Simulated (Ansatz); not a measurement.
Gas-phase electronic energies from Ansatz, PBE0-D4/def2-TZVP geometries. CCSD(T)/CBS adds triple-zeta CCSD(T) − MP2 to the extrapolated MP2 energy (def2 sets, frozen cores). This one scheme is used for every species, atoms too. Functionals use def2-TZVPP. No spin–orbit coupling; open shells (•) take unrestricted orbitals. Spin–orbit coupling would lower the free atoms: a little for C, F, O; clearly for Ge. Bonds to Ge are less sure, by a few kJ/mol each and by 10 to 20 or more in all where they break to atoms, as the def2 sets lack core-valence functions. Scalar relativity is left out up to krypton. Each species was taken in one conformer, which may not be the lowest.

Consider the atomization: `[CH3][Ge]([NH2])([OH])[F]` → C• + F• + Ge• + 6 H• + N• + O•.

```csv
level,ΔE (kJ/mol),difference from CCSD(T)/CBS
PBE-D4,4071.6,40.4
r2SCAN-D4,4004.6,-26.6
ωB97X-V,4024.9,-6.3
B2PLYP,3967.3,-63.9
PBE,4051.3,20.1
SCS-MP2/def2-TZVPP,3978.9,-52.3
CCSD/def2-TZVPP,3860.3,-170.9
HF/def2-QZVPP,2810.7,-1220.5
HF/CBS(def2),2811.7,-1219.5
CCSD/CBS(def2),3968.4,-62.8
CCSD(T)/CBS,4031.2,0
```

Largest T1 diagnostic among the species: 0.011.

The D4 term adds +32.7 kJ/mol with B3LYP and +17.2 kJ/mol with PBE0; it sums over pairs of atoms, weighted by their polarisabilities, and B3LYP, whose exchange is more repulsive, gets the larger term. From PBE to PBE0 (25 % exact exchange), in def2-TZVPP and without D4, ΔE moves by −87.7 kJ/mol: exact exchange takes away binding that semilocal exchange gives to molecules.

B3LYP here is the variant with VWN-RPA as its local correlation; programs differ in this.

For atomizations the MP2-based limit and the directly extrapolated one differ by several kJ/mol either way, and by 10 to 25 for some Ge, Se and Sn compounds, so smaller differences from it don't rank the levels.
